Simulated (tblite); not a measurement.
A structure optimised at GFN2-xTB (Å):
```
O 
C   1  1.4085
C   2  1.5265  1  112.13
Si  3  1.8991  2  112.13  1    53.62
F   4  1.6172  3  106.32  2  -136.43
O   4  1.6068  3  109.56  2   108.18
Si  6  1.6255  4  164.30  3   109.78
H   1  0.9637  2  108.42  3    56.69
H   2  1.0919  1  105.26  3   120.02
H   2  1.1006  1  110.19  3  -123.35
H   3  1.0906  2  108.64  1   176.69
H   3  1.0931  2  108.47  1   -67.44
H   4  1.4448  3  118.85  2   -17.20
H   7  1.4608  6  108.18  4   -23.18
H   7  1.4624  6  104.37  4  -142.71
H   7  1.4606  6  106.16  4    97.74
```
Z-matrix in Å and degrees, rows numbered from 1.

Charge 0, singlet.

Question: Read off the bonds between heavy atoms and their formal orders.

Answer: O1–C2 (single); C2–C3 (single); C3–Si4 (single); Si4–F5 (single); Si4–O6 (single); O6–Si7 (single). Hydrogens: H8 on O1; H9, H10 on C2; H11, H12 on C3; H13 on Si4; H14, H15, H16 on Si7.

Question: Which species is it?

Answer: `OCC[Si@H](F)O[SiH3]`, C2H9FO2Si2. Among its features: alcohol, Si–H bond, siloxane link and C–Si bond.

Question: What is the point group of this geometry?

Answer: C1 (no symmetry element, even within 0.4 Å).

Question: Classify the heavy atoms.

Answer: O1: alcohol oxygen; C2: carbinol carbon (C–OH); C3: sp3 carbon bound to silicon; Si4: fluorine-bound silicon; F5: silicon-bound fluorine; O6: siloxane oxygen; Si7: oxygen-bound silicon.

Question: What is the arrangement about O6?

Answer: It has 2 neighbours (Si4, Si7) and is bent (angle 164.3°).

Question: What is the arrangement about O1?

Answer: It has 2 neighbours (C2, H8) and is bent (angle 108.4°).

The numbers are calculated, not measured.
